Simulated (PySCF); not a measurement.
NbF4: Nb(IV) (d1), charge 0. The structure is a PBE0-D3(BJ)/def2-TZVP geometry optimised for multiplicity 2; coordination tetrahedral, point group D2d, metal–donor distances 1.86 Å.

The d shell alone is too small an active space for NbF4 (an active orbital has only 0.60 squared overlap with the free ion's shell): its levels, fitted parameters, g values and moments show what this model gives and aren't sound predictions.

```
5

Nb    0.000    0.000    0.000
F     0.763    1.197    1.197
F     0.763   -1.197   -1.197
F    -0.763   -1.197    1.197
F    -0.763    1.197   -1.197
```

Method (PySCF 2.14, density fitting): CASSCF(1,5) with orbitals averaged over all microstates of the shell, strongly contracted NEVPT2 on the averaged canonical orbitals; basis x2c-TZVPall on the metal, x2c-SVPall elsewhere; spin-free X2C; gas phase; spin-orbit coupling by state interaction with the mean-field operator over all roots.

(1) What is the ground state?

(2) Where do the spin-allowed transitions within the shell lie?

(3) What ligand-field parameters describe the result?

(4) What are the magnetic parameters?

Charge-transfer states lie outside this active space and may come lower than some of these levels. NEVPT2 lifts 2B1 (from 2E) from 9600 to 10997 cm⁻¹; on the d shell alone such lifts tend to overshoot. NEVPT2 on the d shell alone tends to put d–d bands too high for such charged or covalently bound ions.

The job took 5.6 s on one thread of Arm Neoverse V2 (shared host), with 119 basis functions, launched as `OMP_NUM_THREADS=1 python lf_run.py task.json out`.

Answers

(1) 2A1 (from 2E) (S = 1/2, orbital degeneracy 1), orbital occupations from the lowest 1.0 0.0 0.0 0.0 0.0, by NEVPT2.

(2) By NEVPT2: 2B1 (from 2E) at 10997 cm⁻¹ (909 nm); 2E (from 2T2) at 13689 cm⁻¹ (731 nm); 2B2 (from 2T2) at 33996 cm⁻¹ (294 nm). The strongest, at 33996 cm⁻¹, has f = 1.5e-02.

(3) At NEVPT2 level: orbital energies 0, 10997, 13689, 13689, 33996 cm⁻¹; 10Dq = 14960 cm⁻¹ (difference of the means of the two sets); ζ = 506 cm⁻¹ (free ion 721).

(4) The ground doublet has g = 1.817, 1.817, 1.995. μeff is 1.66 μB at 300 K and 1.63 μB at 10 K; the spin-only value is 1.73 μB.
